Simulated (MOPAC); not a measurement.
Input file for MOPAC: PM3 on CH7PSi (SMILES C[SiH2]P), a point of a torsion scan.

```
PM3 1SCF PRECISE CHARGE=0 THREADS=1
CH7PSi

C     -1.17265065 1     0.65933451 1    -0.07364530 1
Si    -0.09819739 1    -0.90297879 1     0.10959392 1
P      2.10283689 1    -0.44968677 1     0.15306623 1
H     -2.22857185 1     0.40788607 1    -0.09261575 1
H     -1.01201853 1     1.35067837 1     0.74999790 1
H     -0.94199887 1     1.18752604 1    -0.99558717 1
H     -0.42225025 1    -1.59653148 1     1.36090465 1
H     -0.31489726 1    -1.79504590 1    -1.03454460 1
H      2.02630838 1     0.67723108 1    -0.64423094 1
H      2.05248522 1     0.30583159 1     1.31023761 1
```

The log:

```
*******************************************************************************
 **                                                                           **
 **                              MOPAC v23.2.5                                **
 **                                                                           **
 *******************************************************************************
 ** MOPAC's Digital Object Identifier: https://doi.org/10.5281/zenodo.6511958 **
 **                                                                           **
 ** Please cite the open-source release paper for use of this MOPAC version:  **
 ** J. E. Moussa and J. J. P. Stewart (2026)                                  **
 ** MOPAC: An open-source semiempirical molecular orbital program             **
 ** J. Open Source Softw., 11(119), 8025, https://doi.org/10.21105/joss.08025 **
 *******************************************************************************

                              PM3 CALCULATION RESULTS

 *******************************************************************************
 *  PM3        - The PM3 Hamiltonian to be used
 *
 *
 *
 *                 CHARGE ON SYSTEM = 0
 *
 *
 *
 *  PRECISE    - TIGHTER CRITERIA TO BE USED
 *  1SCF       - DO 1 SCF AND THEN STOP
 *  THREADS=1  - MULTI-THREADING NOT USED
 *  T=         - A TIME OF 172800.0 SECONDS REQUESTED
 *  DUMP=N     - RESTART FILE WRITTEN EVERY 7200.0 SECONDS REQUESTED
 *******************************************************************************
PM3 1SCF PRECISE CHARGE=0 THREADS=1
 CH7PSi

   ATOM   CHEMICAL          X               Y               Z
  NUMBER   SYMBOL      (ANGSTROMS)     (ANGSTROMS)     (ANGSTROMS)

     1       C         -1.17265065  *   0.65933451  *  -0.07364530  *
     2      Si         -0.09819739  *  -0.90297879  *   0.10959392  *
     3       P          2.10283689  *  -0.44968677  *   0.15306623  *
     4       H         -2.22857185  *   0.40788607  *  -0.09261575  *
     5       H         -1.01201853  *   1.35067837  *   0.74999790  *
     6       H         -0.94199887  *   1.18752604  *  -0.99558717  *
     7       H         -0.42225025  *  -1.59653148  *   1.36090465  *
     8       H         -0.31489726  *  -1.79504590  *  -1.03454460  *
     9       H          2.02630838  *   0.67723108  *  -0.64423094  *
    10       H          2.05248522  *   0.30583159  *   1.31023761  *



          CARTESIAN COORDINATES

    NO.       ATOM           X           Y           Z

     1         C         -1.1727      0.6593     -0.0736
     2        Si         -0.0982     -0.9030      0.1096
     3         P          2.1028     -0.4497      0.1531
     4         H         -2.2286      0.4079     -0.0926
     5         H         -1.0120      1.3507      0.7500
     6         H         -0.9420      1.1875     -0.9956
     7         H         -0.4223     -1.5965      1.3609
     8         H         -0.3149     -1.7950     -1.0345
     9         H          2.0263      0.6772     -0.6442
    10         H          2.0525      0.3058      1.3102

  H: (PM3): J. J. P. STEWART, J. COMP. CHEM. 10, 209 (1989).
  C: (PM3): J. J. P. STEWART, J. COMP. CHEM. 10, 209 (1989).
 Si: (PM3): J. J. P. STEWART, J. COMP. CHEM. 10, 209 (1989).
  P: (PM3): J. J. P. STEWART, J. COMP. CHEM. 10, 209 (1989).

           Empirical Formula: C H7 Si P  =    10 atoms



      MOLECULAR POINT GROUP   :   C1


      RHF CALCULATION, NO. OF DOUBLY OCCUPIED LEVELS = 10


 -------------------------------------------------------------------------------
 PM3 1SCF PRECISE CHARGE=0 THREADS=1
 CH7PSi



     1SCF WAS SPECIFIED, SO BFGS WAS NOT USED
     SCF FIELD WAS ACHIEVED


                              PM3 CALCULATION
                                                       MOPAC v23.2.5 Linux




          FINAL HEAT OF FORMATION =         -7.43833 KCAL/MOL =     -31.12196 KJ/MOL


          COSMO AREA              =        121.24 SQUARE ANGSTROMS
          COSMO VOLUME            =        111.79 CUBIC ANGSTROMS

          IONIZATION POTENTIAL    =          8.676224 EV
          HOMO LUMO ENERGIES (EV) =         -8.676 -0.964
          NO. OF FILLED LEVELS    =         10
          MOLECULAR WEIGHT        =         78.1256         POINT GROUP:  C1

          MOLECULAR DIMENSIONS (Angstroms)

            Atom       Atom       Distance
            H    10    H     4     4.50620
            H     8    H     5     3.67892
            H     7    H     9     3.48092


          SCF CALCULATIONS        =          1





   ATOM   CHEMICAL          X               Y               Z
  NUMBER   SYMBOL      (ANGSTROMS)     (ANGSTROMS)     (ANGSTROMS)

     1       C         -1.17265065  *   0.65933451  *  -0.07364530  *
     2      Si         -0.09819739  *  -0.90297879  *   0.10959392  *
     3       P          2.10283689  *  -0.44968677  *   0.15306623  *
     4       H         -2.22857185  *   0.40788607  *  -0.09261575  *
     5       H         -1.01201853  *   1.35067837  *   0.74999790  *
     6       H         -0.94199887  *   1.18752604  *  -0.99558717  *
     7       H         -0.42225025  *  -1.59653148  *   1.36090465  *
     8       H         -0.31489726  *  -1.79504590  *  -1.03454460  *
     9       H          2.02630838  *   0.67723108  *  -0.64423094  *
    10       H          2.05248522  *   0.30583159  *   1.31023761  *

                             CARTESIAN COORDINATES

   1    C       -1.172650650     0.659334510    -0.073645300
   2   Si       -0.098197390    -0.902978790     0.109593920
   3    P        2.102836890    -0.449686770     0.153066230
   4    H       -2.228571850     0.407886070    -0.092615750
   5    H       -1.012018530     1.350678370     0.749997900
   6    H       -0.941998870     1.187526040    -0.995587170
   7    H       -0.422250250    -1.596531480     1.360904650
   8    H       -0.314897260    -1.795045900    -1.034544600
   9    H        2.026308380     0.677231080    -0.644230940
  10    H        2.052485220     0.305831590     1.310237610


           Empirical Formula: C H7 Si P  =    10 atoms



      MOLECULAR POINT GROUP   :   C1


                  EIGENVALUES
 -29.31463 -25.55169 -15.49535 -14.59084 -13.92845 -12.69406 -11.90164 -11.06078
 -10.49806  -8.67622  -0.96389   0.80569   1.26185   1.41269   1.61285   2.03834
   4.35785   4.40194   4.40882


              NET ATOMIC CHARGES AND DIPOLE CONTRIBUTIONS

  ATOM NO.   TYPE          CHARGE      No. of ELECS.   s-Pop       p-Pop
    1          C          -0.300127        4.3001     1.15933     3.14079
    2         Si           0.391515        3.6085     1.01437     2.59411
    3          P           0.192300        4.8077     1.72533     3.08237
    4          H           0.062114        0.9379     0.93789
    5          H           0.056682        0.9433     0.94332
    6          H           0.058092        0.9419     0.94191
    7          H          -0.124951        1.1250     1.12495
    8          H          -0.122236        1.1222     1.12224
    9          H          -0.105663        1.1057     1.10566
   10          H          -0.107726        1.1077     1.10773
 DIPOLE           X         Y         Z       TOTAL
 POINT-CHG.     0.593    -0.733    -0.208     0.965
 HYBRID        -1.930     1.987     0.351     2.792
 SUM           -1.337     1.254     0.143     1.838


          ATOMIC ORBITAL ELECTRON POPULATIONS

     Atom    s        px        py        pz
    1  C   1.15933   1.04933   1.05483   1.03664
    2 Si   1.01437   0.86811   0.84646   0.87953
    3  P   1.72533   1.14255   1.06615   0.87367
    4  H   0.93789
    5  H   0.94332
    6  H   0.94191
    7  H   1.12495
    8  H   1.12224
    9  H   1.10566
   10  H   1.10773

 **********************
 *                    *
 * JOB ENDED NORMALLY *
 *                    *
 **********************




 == MOPAC DONE ==
```

The run finished.

Cost: about 0.03 core-seconds (a rough figure).
